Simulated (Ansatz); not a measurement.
One change: `[MgH][N]([SiH3])[SiH3]` becomes `[SiH3][N]([SiH3])[GeH]`.

Ansatz, PBE0-D4/def2-TZVP geometries, multiplicity 1. 

Scalar relativity is left out up to krypton.

| property | `[MgH][N]([SiH3])[SiH3]` |
| --- | --- |
| HOMO–LUMO gap (PBE0/def2-TZVPP) / eV | 6.32 |
| size of the dipole moment (PBE/def2-TZVPP) / D | 0.71 |
| LUMO energy (ωB97M-V/def2-TZVPP) / eV | 0.41 |
| HOMO energy (ωB97M-V/def2-TZVPP) / eV | -9.62 |
| size of the dipole moment (ωB97M-V/def2-TZVPP) / D | 0.62 |
| HOMO–LUMO gap (PBE/def2-TZVPP) / eV | 4.31 |

**Question.** Give the same properties after the change, and the shifts. (Best estimate.)

**Answer.** The calculation gave: 
| property | `[SiH3][N]([SiH3])[GeH]` | shift |
| --- | --- | --- |
| HOMO–LUMO gap (PBE0/def2-TZVPP) / eV | 4.54 | -1.78 |
| size of the dipole moment (PBE/def2-TZVPP) / D | 0.21 | -0.50 |
| LUMO energy (ωB97M-V/def2-TZVPP) / eV | -0.44 | -0.85 |
| HOMO energy (ωB97M-V/def2-TZVPP) / eV | -9.05 | 0.57 |
| size of the dipole moment (ωB97M-V/def2-TZVPP) / D | 0.38 | -0.24 |
| HOMO–LUMO gap (PBE/def2-TZVPP) / eV | 2.69 | -1.62 |

With PBE0 the HOMO rises by 0.45 eV and the LUMO falls by 1.33 eV, so the gap narrows by about 1.78 eV. PBE moves the HOMO by 0.26 eV and ωB97M-V by 0.57 eV. Dipoles are sizes alone; their direction can turn.
